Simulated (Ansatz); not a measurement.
Geometry optimisation, RKS PBE/def2-SVP (Ansatz 0.2.0).

Input file:

```yaml
crystal:
  periodic: [false, false, false]
  atoms:
    - { symbol: F, position_ang: [-2.2432, -1.6222, -1.1934] }
    - { symbol: Ge, position_ang: [-1.2047, -0.2538, -0.8399] }
    - { symbol: C, position_ang: [-0.0998, -0.7398, 0.6284] }
    - { symbol: C, position_ang: [0.9468, 0.0764, 1.1464] }
    - { symbol: Te, position_ang: [1.2881, 2.0191, 0.4077] }
    - { symbol: H, position_ang: [-2.0243, 1.0234, -0.4648] }
    - { symbol: H, position_ang: [-0.2965, 0.0575, -2.0755] }
    - { symbol: H, position_ang: [1.32661, -0.58842, 0.3706] }
    - { symbol: H, position_ang: [1.4763, -0.27, 2.0251] }
    - { symbol: H, position_ang: [2.4075, 1.367, -0.7014] }
basis:
  gaussian: { orbitals: def2-SVP }
hamiltonian:
  xc: pbe
relax:
  f_tol: 0.02
  max_steps: 50
```

Run as:

```bash
$ ansatz run input.yaml --threads 2 --pin off --max-ram 3072MiB --backend cpu --events-out ev --progress --plain --runs-dir out
```

**Question.** Where does it end, and by what steps?

**Answer.** The forces met the threshold. After 23 steps the energy has fallen by 3.687 eV; H8 moved furthest, 1.71 Å. Parted: C4–H8 (1.09 → 2.11 Å). Joined: C3–H8 (1.46 → 1.11 Å).

```tsv
step	energy less start (eV)	largest force component (eV/Å)	accepted
0	0.0000	2.812	yes
1	-0.5360	1.294	yes
2	-0.6065	0.482	yes
3	-0.6198	0.273	yes
4	-0.6508	0.424	yes
5	-0.7664	1.346	yes
6	-1.1599	2.368	yes
7	-1.8325	2.632	yes
8	-2.6535	2.170	yes
9	-3.1174	1.284	yes
10	-3.3583	0.932	yes
11	-3.5504	0.878	yes
12	-3.6410	0.467	yes
13	-3.6624	0.448	yes
14	-3.6738	0.108	yes
15	-3.6779	0.064	yes
16	-3.6777	0.428	no
17	-3.6824	0.062	yes
18	-3.6840	0.155	yes
19	-3.6859	0.117	yes
20	-3.6493	0.602	no
21	-3.6871	0.031	yes
22	-3.6865	0.068	no
23	-3.6872	0.018	yes
```

```xyz
10
Properties=species:S:1:pos:R:3
F -2.068 -1.709 -1.083
Ge -1.150 -0.208 -0.895
C 0.171 -0.643 0.477
C 1.158 0.169 0.900
Te 1.267 2.225 0.309
H -2.185 0.864 -0.465
H -0.499 0.089 -2.267
H 0.105 -1.665 0.896
H 1.914 -0.149 1.639
H 2.865 2.096 -0.208
```

The run took 2 min on 2 threads of Arm Neoverse N1 (shared host), peak memory 0.18 GiB.
